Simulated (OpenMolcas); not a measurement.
# Multiplet structure of Os+

```yaml
Program: OpenMolcas
Method: "MS-CASPT2, IPEA 0.25 Eh, imaginary shift 0.1 Eh (closed shells correlated: 5s 5p)"
Basis: ANO-RCC-VTZP [8s7p5d3f2g1h]
Scalar_Hamiltonian: DKH2, point nucleus
Active_space: 7 electrons in 6 orbitals (5d 6s)
State_averaging: 2S+1 = 6 even, 6 roots; 2S+1 = 4 even, 67 roots kept (CI in the orbitals of an earlier block); 2S+1 = 2 even, 93 roots kept (CI in the orbitals of an earlier block)
Spin-orbit_coupling: RASSI with atomic mean-field integrals over the reference wave functions, term energies averaged over their components
```

With spin-orbit coupling, above the lowest level:

```json
{"Configuration": "5d⁶ 6s", "Term": "⁶D", "J": "9/2", "E (cm⁻¹)": "0.0", "Measured (cm⁻¹)": "0.0", "g": "1.533", "Term weight %": "90", "Second": "7 5d⁷ ⁴F"}
{"Configuration": "5d⁶ 6s", "Term": "⁶D", "J": "7/2", "E (cm⁻¹)": "3500", "Measured (cm⁻¹)": "3593", "g": "1.566", "Term weight %": "93", "Second": "3 5d⁷ ⁴F"}
{"Configuration": "5d⁶ 6s", "Term": "⁶D", "J": "5/2", "E (cm⁻¹)": "4160", "Measured (cm⁻¹)": "3929", "g": "1.648", "Term weight %": "63", "Second": "25 ⁴P(1)"}
{"Configuration": "5d⁶ 6s", "Term": "⁶D", "J": "3/2", "E (cm⁻¹)": "5840", "Measured (cm⁻¹)": "5592", "g": "1.803", "Term weight %": "78", "Second": "15 ⁴P(1)"}
{"Configuration": "5d⁵ 6s²", "Term": "⁶S", "J": "5/2", "E (cm⁻¹)": "6600", "Measured (cm⁻¹)": "7892", "g": "1.884", "Term weight %": "71", "Second": "16 5d⁶ 6s ⁶D"}
{"Configuration": "5d⁶ 6s", "Term": "⁶D", "J": "1/2", "E (cm⁻¹)": "6980", "Measured (cm⁻¹)": "6637", "g": "3.204", "Term weight %": "85", "Second": "12 ⁴P(1)"}
{"Configuration": "5d⁷", "Term": "⁴F", "J": "9/2", "E (cm⁻¹)": "8060", "Measured (cm⁻¹)": "", "g": "1.321", "Term weight %": "73", "Second": "16 5d⁶ 6s ⁴F"}
{"Configuration": "5d⁶ 6s", "Term": "⁴P(1)", "J": "5/2", "E (cm⁻¹)": "11510", "Measured (cm⁻¹)": "", "g": "1.594", "Term weight %": "48", "Second": "17 5d⁵ 6s² ⁶S"}
{"Configuration": "5d⁶ 6s", "Term": "⁴D(1)", "J": "7/2", "E (cm⁻¹)": "12350", "Measured (cm⁻¹)": "", "g": "1.301", "Term weight %": "42", "Second": "39 5d⁷ ⁴F"}
{"Configuration": "5d⁶ 6s", "Term": "²D(1)", "J": "3/2", "E (cm⁻¹)": "12510", "Measured (cm⁻¹)": "", "g": "1.125", "Term weight %": "25", "Second": "24 ²P"}
{"Configuration": "5d⁷", "Term": "⁴F", "J": "7/2", "E (cm⁻¹)": "13860", "Measured (cm⁻¹)": "", "g": "1.257", "Term weight %": "46", "Second": "27 5d⁶ 6s ⁴D(1)"}
{"Configuration": "5d⁶ 6s", "Term": "⁴P(1)", "J": "3/2", "E (cm⁻¹)": "14160", "Measured (cm⁻¹)": "", "g": "1.357", "Term weight %": "47", "Second": "18 5d⁷ ⁴F"}
{"Configuration": "5d⁷", "Term": "⁴F", "J": "5/2", "E (cm⁻¹)": "15000", "Measured (cm⁻¹)": "", "g": "1.149", "Term weight %": "66", "Second": "13 5d⁶ 6s ²D(1)"}
{"Configuration": "5d⁶ 6s", "Term": "⁴P(1)", "J": "1/2", "E (cm⁻¹)": "16400", "Measured (cm⁻¹)": "", "g": "2.610", "Term weight %": "68", "Second": "16 ⁴P(2)"}
{"Configuration": "5d⁶ 6s", "Term": "⁴G", "J": "9/2", "E (cm⁻¹)": "17070", "Measured (cm⁻¹)": "", "g": "1.140", "Term weight %": "33", "Second": "24 ⁴H"}
{"Configuration": "5d⁶ 6s", "Term": "⁴H", "J": "7/2", "E (cm⁻¹)": "18010", "Measured (cm⁻¹)": "", "g": "0.951", "Term weight %": "32", "Second": "19 ⁴D(1)"}
{"Configuration": "5d⁶ 6s", "Term": "⁴D(1)", "J": "5/2", "E (cm⁻¹)": "18370", "Measured (cm⁻¹)": "", "g": "1.335", "Term weight %": "67", "Second": "7 ⁴P(1)"}
{"Configuration": "5d⁶ 6s", "Term": "⁴D(1)", "J": "3/2", "E (cm⁻¹)": "18700", "Measured (cm⁻¹)": "", "g": "0.933", "Term weight %": "42", "Second": "36 5d⁷ ⁴F"}
{"Configuration": "5d⁶ 6s", "Term": "⁴G", "J": "11/2", "E (cm⁻¹)": "18810", "Measured (cm⁻¹)": "", "g": "1.207", "Term weight %": "54", "Second": "45 ⁴H"}
{"Configuration": "5d⁶ 6s", "Term": "⁴D(1)", "J": "1/2", "E (cm⁻¹)": "19140", "Measured (cm⁻¹)": "", "g": "0.258", "Term weight %": "65", "Second": "20 ²P"}
{"Configuration": "5d⁶ 6s", "Term": "⁴H", "J": "13/2", "E (cm⁻¹)": "19860", "Measured (cm⁻¹)": "", "g": "1.218", "Term weight %": "91", "Second": "9 ²I"}
{"Configuration": "5d⁶ 6s", "Term": "⁴G", "J": "5/2", "E (cm⁻¹)": "21410", "Measured (cm⁻¹)": "", "g": "0.880", "Term weight %": "41", "Second": "25 ²D(1)"}
{"Configuration": "5d⁶ 6s", "Term": "⁴G", "J": "7/2", "E (cm⁻¹)": "21960", "Measured (cm⁻¹)": "", "g": "1.082", "Term weight %": "31", "Second": "28 ²F(1)"}
{"Configuration": "5d⁷", "Term": "²G", "J": "9/2", "E (cm⁻¹)": "23020", "Measured (cm⁻¹)": "", "g": "1.121", "Term weight %": "31", "Second": "22 5d⁶ 6s ⁴F"}
{"Configuration": "5d⁷", "Term": "²G", "J": "9/2", "E (cm⁻¹)": "23150", "Measured (cm⁻¹)": "", "g": "1.077", "Term weight %": "35", "Second": "19 5d⁶ 6s ⁴H"}
{"Configuration": "5d⁶ 6s", "Term": "²D(1)", "J": "5/2", "E (cm⁻¹)": "23290", "Measured (cm⁻¹)": "", "g": "1.029", "Term weight %": "33", "Second": "18 ⁴G"}
{"Configuration": "5d⁶ 6s", "Term": "⁴H", "J": "11/2", "E (cm⁻¹)": "23390", "Measured (cm⁻¹)": "", "g": "1.138", "Term weight %": "31", "Second": "28 ²H"}
{"Configuration": "5d⁶ 6s", "Term": "⁴D(1)", "J": "3/2", "E (cm⁻¹)": "23690", "Measured (cm⁻¹)": "", "g": "0.980", "Term weight %": "31", "Second": "28 ²D(1)"}
{"Configuration": "5d⁶ 6s", "Term": "⁴H", "J": "7/2", "E (cm⁻¹)": "25760", "Measured (cm⁻¹)": "", "g": "0.892", "Term weight %": "50", "Second": "12 ²F(1)"}
{"Configuration": "5d⁶ 6s", "Term": "⁴D(2)", "J": "1/2", "E (cm⁻¹)": "25920", "Measured (cm⁻¹)": "", "g": "0.190", "Term weight %": "69", "Second": "18 ⁴D(1)"}
{"Configuration": "5d⁶ 6s", "Term": "⁴G", "J": "9/2", "E (cm⁻¹)": "25970", "Measured (cm⁻¹)": "", "g": "1.087", "Term weight %": "41", "Second": "32 ⁴H"}
{"Configuration": "5d⁶ 6s", "Term": "⁴D(2)", "J": "3/2", "E (cm⁻¹)": "26150", "Measured (cm⁻¹)": "", "g": "1.248", "Term weight %": "62", "Second": "13 5d⁷ ²P"}
{"Configuration": "5d⁶ 6s", "Term": "²H", "J": "11/2", "E (cm⁻¹)": "26290", "Measured (cm⁻¹)": "", "g": "1.138", "Term weight %": "57", "Second": "16 ⁴H"}
{"Configuration": "5d⁶ 6s", "Term": "²F(1)", "J": "5/2", "E (cm⁻¹)": "26290", "Measured (cm⁻¹)": "", "g": "0.979", "Term weight %": "57", "Second": "15 ⁴D(2)"}
{"Configuration": "5d⁶ 6s", "Term": "⁴D(2)", "J": "7/2", "E (cm⁻¹)": "27350", "Measured (cm⁻¹)": "", "g": "1.200", "Term weight %": "33", "Second": "25 ⁴F"}
{"Configuration": "5d⁶ 6s", "Term": "⁴D(2)", "J": "5/2", "E (cm⁻¹)": "27460", "Measured (cm⁻¹)": "", "g": "1.303", "Term weight %": "51", "Second": "13 ²D(2)"}
{"Configuration": "5d⁶ 6s", "Term": "²S", "J": "1/2", "E (cm⁻¹)": "27730", "Measured (cm⁻¹)": "", "g": "1.586", "Term weight %": "45", "Second": "15 ⁴D(2)"}
{"Configuration": "5d⁶ 6s", "Term": "⁴F", "J": "5/2", "E (cm⁻¹)": "28090", "Measured (cm⁻¹)": "", "g": "1.145", "Term weight %": "40", "Second": "21 ⁴P(2)"}
{"Configuration": "5d⁶ 6s", "Term": "²H", "J": "9/2", "E (cm⁻¹)": "28320", "Measured (cm⁻¹)": "", "g": "1.106", "Term weight %": "48", "Second": "31 ⁴F"}
{"Configuration": "5d⁶ 6s", "Term": "⁴F", "J": "3/2", "E (cm⁻¹)": "28470", "Measured (cm⁻¹)": "", "g": "0.512", "Term weight %": "82", "Second": "10 ²D(2)"}
```

Against the 5 measured excited levels shown (NIST Handbook of Basic Atomic Spectroscopic Data) the mean absolute deviation is 440 cm-1; the largest miss in energy is 5d⁵ 6s² ⁶S_5/2 [71 %]: computed 6600, measured 7892 cm⁻¹ (-16.4 %).

Spin-orbit coupling puts the lowest level 5165 cm⁻¹ below the lowest spin-free term.

CASPT2 breaks the degeneracy within a term, and the mean is taken; among the terms shown or strongly mixed into the levels shown the widest spread is 560 cm-1 (5d⁶ 6s ²H). Blocks of more than 70 roots (2S+1 = 2 even) ran without multistate coupling. Some levels mix across a computed gap that differs much from the measured one, so their mixing is not that of the real levels. Terms from blocks run as CI alone lack orbitals of their own. Configurations are named by rounded mean occupations; where the s occupation lies near a half they are strongly mixed, a name can repeat and a true partner stay unpaired. A single d shell beside an s shell can misplace configurations of different d count against each other. The CASPT2 spread within a term exceeds the gap to the next term for 5d⁷ ⁴F and 5d⁶ 6s ⁴P(1), 5d⁶ 6s ²D(1) and 5d⁶ 6s ⁴H, 5d⁶ 6s ⁴D(2) and 5d⁶ 6s ²H, so the order of their levels is uncertain, and so are names and mixing where such terms share a J. Measured partners are found by configuration, term and J. A level has none where our copy of the source lacks it or the pairing is in doubt (some pairs that miss far off the trend of their configuration count as doubtful), and it then counts in no deviation. Levels of configurations outside the active space are missing. The first state left out of the spin-orbit step lies near 45000 cm-1 above the lowest spin-free state of the reference (among the parities and spins computed), and the list stops at four fifths of that energy or lower. The table shows the lowest 40 of 58 levels.

The term weight is that of the spin-free term in the level, not the purity of its configuration. A share in square brackets marks a mixed level and gives the weight of the term that names it. A number in round brackets counts repeated terms of one configuration in the order of the reference energies.
